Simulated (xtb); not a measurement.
Job for xtb: GFN1-xTB on MgP-, 2S+1 = 3, a spin state set in the input, which need not be the lowest, a point of a bond scan (R = 2.233 Å). Charge -1.

```
$ xtb mol.xyz --gfn 1 --sp --chrg -1 --uhf 2
2

Mg     0.00000000     0.00000000     0.00000000
P      0.00000000     0.00000000     2.23345800
```

The head of its log:

```
[...]
           -------------------------------------------------
          |                Calculation Setup                |
           -------------------------------------------------



           -------------------------------------------------
          |                 G F N 1 - x T B                 |
           -------------------------------------------------

        Reference                      10.1021/acs.jctc.7b00118
      * Hamiltonian:
        H0-scaling (s, p, d)           1.850000    2.250000    2.000000
        zeta-weighting                 0.000000
      * Dispersion:
        s8                             2.400000
        a1                             0.630000
        a2                             5.000000
        s9                             0.000000
      * Repulsion:
        kExp                           1.500000
        rExp                           1.000000
      * Coulomb:
        alpha                          2.000000
        third order                    atomic
        anisotropic                    false
      * Halogen bond correction:
        rad-scale                      1.300000
        damping                        0.440000


          ...................................................
          :                      SETUP                      :
          :.................................................:
          :  # basis functions                  14          :
          :  # atomic orbitals                  13          :
          :  # shells                            5          :
          :  # electrons                         8          :
          :  # halogen bonds                     0          :
          :  max. iterations                   250          :
          :  Hamiltonian                  GFN1-xTB          :
          :  restarted?                      false          :
          :  GBSA solvation                  false          :
          :  PC potential                    false          :
          :  electronic temp.          300.0000000     K    :
          :  accuracy                    1.0000000          :
          :  -> integral cutoff          0.2500000E+02      :
          :  -> integral neglect         0.1000000E-07      :
          :  -> SCF convergence          0.1000000E-05 Eh   :
          :  -> wf. convergence          0.2000000E-04 e    :
          :  Broyden damping             0.4000000          :
          :  net charge                         -1          :
          :  unpaired electrons                  2          :
          ...................................................

 iter      E             dE          RMSdq      gap      omega  full diag
   1     -2.0841568 -0.208416E+01  0.247E+01    1.96       0.0  T
   2     -3.1320820 -0.104793E+01  0.138E+01    5.16       1.0  T
```

**Question.** What total energy does the run end on?

**Answer.** -3.3485 hartree.
